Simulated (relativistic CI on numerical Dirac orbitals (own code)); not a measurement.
Fe7+: M2,3 absorption edge

Computed with this model: Dirac-Coulomb-Breit CI, orbitals from a KLI potential per configuration, QED by a radiative potential, valence Slater integrals scaled by 0.9, multiplet model of core-to-valence dipole absorption; configurations [Ar] 3d → [Ne] 3s2 3p5 3d2; 300 K; Lorentzian 0.48 eV and Gaussian 0.3 eV FWHM. Energies are those of the free ion, without screening or charge transfer. The branching ratio is the share of the lower-energy edge in the whole absorption, uncertain by about 0.02 where the edges overlap. S is read from ⟨S²⟩ = S(S + 1).

Field parameters in Wybourne normalisation: Oh B⁴₀ = 21Dq, B⁴₄ = √(5/14) B⁴₀. The field is a parameter set, without covalency.

free ion: ground-state S = 0.50, centroid 72.30 eV. Peaks (eV, height): 68.1 (85), 74.0 (48), 75.7 (100).

Oh, 10Dq = 5900 cm⁻¹: ground-state S = 0.50, centroid 72.37 eV. Peaks (eV, height): 68.3 (94), 69.0 (45), 74.3 (56), 75.5 (100).

Oh, 10Dq = 13250 cm⁻¹: ground-state S = 0.50, centroid 72.42 eV. Peaks (eV, height): 68.7 (89), 69.4 (52), 75.5 (100), 76.8 (40).

Oh, 10Dq = 20650 cm⁻¹: ground-state S = 0.50, centroid 72.47 eV. Peaks (eV, height): 69.1 (75), 69.9 (47), 75.5 (100), 77.6 (26).

Oh, 10Dq = 28050 cm⁻¹: ground-state S = 0.50, centroid 72.51 eV. Peaks (eV, height): 69.6 (88), 70.3 (56), 75.6 (100), 78.4 (24).

Oh, 10Dq = 35400 cm⁻¹: ground-state S = 0.50, centroid 72.55 eV. Peaks (eV, height): 67.7 (7), 68.4 (8), 70.1 (100), 70.7 (61), 75.6 (94), 76.4 (48), 79.3 (23).

Strongest unbroadened transitions for Oh, 10Dq = 28050 cm⁻¹:

| Energy (eV) | Relative strength |
| --- | --- |
| 53.71 | 1.5 |
| 56.57 | 1.0 |
| 57.70 | 1.0 |
| 60.23 | 2.0 |
| 62.26 | 0.6 |
| 62.44 | 1.5 |
| 66.54 | 2.5 |
| 67.44 | 1.7 |
| 69.55 | 42.8 |
| 69.58 | 64.9 |
| 70.08 | 0.8 |
| 70.27 | 35.5 |
| 70.47 | 29.8 |
| 75.52 | 100.0 |
| 75.73 | 28.1 |
| 76.04 | 34.2 |
| 78.27 | 5.2 |
| 78.47 | 26.7 |
